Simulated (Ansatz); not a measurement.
The same path of Cl2H2Sn + H2 (7 atoms, charge 0, multiplicity 1) was run 3 times with different band settings. Lost on the way: Sn1–Cl2, H6–H7. Made: Sn1–H6, Cl2–H7.

Computed with RKS PBE/def2-SVP (Ansatz 0.2.0).

Relaxed end points:

```xyz
7
Properties=species:S:1:pos:R:3
Sn -0.316 0.382 -0.220
Cl -0.468 0.044 2.121
H 1.263 -0.094 -0.709
H -0.829 1.995 -0.531
Cl -1.866 -1.075 -1.251
H 1.887 -2.815 1.728
H 1.410 -2.257 1.956
```

```xyz
7
Properties=species:S:1:pos:R:3
Sn -0.216 -0.493 -0.371
Cl 1.512 0.045 2.693
H 1.281 0.187 -0.879
H -1.224 0.610 0.483
Cl -1.404 -1.026 -2.373
H -0.033 -2.004 0.443
H 1.166 -1.139 3.097
```

Common settings: movable images 5; spring 5.0 eV/Å²; start path through a guess of the saddle point; iteration limit 60; end points relaxed.

| run | climbing image | optimiser | force threshold |
| --- | --- | --- | --- |
| 1 | yes | quadratic models (default) | 0.03 eV/Å |
| 2 | from the first iteration | fire | 0.03 eV/Å |
| 3 | yes | quadratic models (default) | 0.5 eV/Å |

**Question.** What does each run give, and how far can it be trusted?

**Answer.** Run 1: converged after 28 iterations, highest image 1.487 eV above the first end. Neighbouring images differ by up to 1.4 eV, so the band resolves the path poorly. A vibrational analysis at the climbing image gives one clearly imaginary mode, 773i cm⁻¹: a first-order saddle point.
Run 2: not converged after 60 iterations, highest image 1.567 eV above the first end. The band didn't meet its force threshold, so its energies are provisional: the largest band force was still 0.12 eV/Å, and over the last iterations the top stayed at 1.57 eV.
Run 3: converged after 8 iterations, highest image 1.553 eV above the first end. The threshold of 0.5 eV/Å is loose, so the images may lie well off the minimum-energy path. Neighbouring images differ by up to 1.3 eV, so the band resolves the path poorly. The order of the stationary point at the top wasn't checked.
The orbitals stay closed-shell, which can raise the energy where a bond breaks towards radicals; this wasn't checked here.
